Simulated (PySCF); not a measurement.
Mg(NH2)(SiH3) (H5MgNSi), SMILES [NH2][Mg][SiH3].

Geometry: ωB97X-D3(BJ)/def2-TZVP. Other conformers were not sampled.

The numbers are results of TDA-CAM-B3LYP/def2-SVPD (PySCF), not measurements.

Vertical excitations. The molecule is in vacuum.

```json
[
 {"state": "S1", "energy (eV)": "4.59", "λ (nm)": "270", "f": "0.054", "main pairs": "HOMO→LUMO 93 %"},
 {"state": "S2", "energy (eV)": "4.79", "λ (nm)": "259", "f": "0.000", "main pairs": "HOMO→LUMO+1 94 %"},
 {"state": "S3", "energy (eV)": "5.52", "λ (nm)": "225", "f": "0.132", "main pairs": "HOMO−1→LUMO+1 93 %"},
 {"state": "S4", "energy (eV)": "5.55", "λ (nm)": "223", "f": "0.007", "main pairs": "HOMO→LUMO+2 71 %, HOMO−1→LUMO 23 %"},
 {"state": "S5", "energy (eV)": "5.82", "λ (nm)": "213", "f": "0.169", "main pairs": "HOMO−1→LUMO+2 90 %"},
 {"state": "S6", "energy (eV)": "5.89", "λ (nm)": "210", "f": "0.589", "main pairs": "HOMO−1→LUMO 69 %, HOMO→LUMO+2 22 %"},
 {"state": "S7", "energy (eV)": "6.14", "λ (nm)": "202", "f": "0.001", "main pairs": "HOMO→LUMO+3 82 %"},
 {"state": "S8", "energy (eV)": "6.98", "λ (nm)": "178", "f": "0.000", "main pairs": "HOMO→LUMO+4 85 %"},
 {"state": "S9", "energy (eV)": "7.07", "λ (nm)": "175", "f": "0.040", "main pairs": "HOMO−1→LUMO+3 82 %"},
 {"state": "S10", "energy (eV)": "7.28", "λ (nm)": "170", "f": "0.034", "main pairs": "HOMO→LUMO+5 94 %"},
 {"state": "T1", "energy (eV)": "4.21", "λ (nm)": "294", "f": "0", "main pairs": "HOMO→LUMO 91 %"},
 {"state": "T2", "energy (eV)": "4.52", "λ (nm)": "274", "f": "0", "main pairs": "HOMO−1→LUMO+1 83 %, HOMO−1→LUMO+4 13 %"},
 {"state": "T3", "energy (eV)": "4.74", "λ (nm)": "262", "f": "0", "main pairs": "HOMO−1→LUMO+2 79 %, HOMO−1→LUMO+5 16 %"},
 {"state": "T4", "energy (eV)": "4.76", "λ (nm)": "261", "f": "0", "main pairs": "HOMO−1→LUMO 85 %"}
]
```
Triplets are in the Tamm–Dancoff approximation.
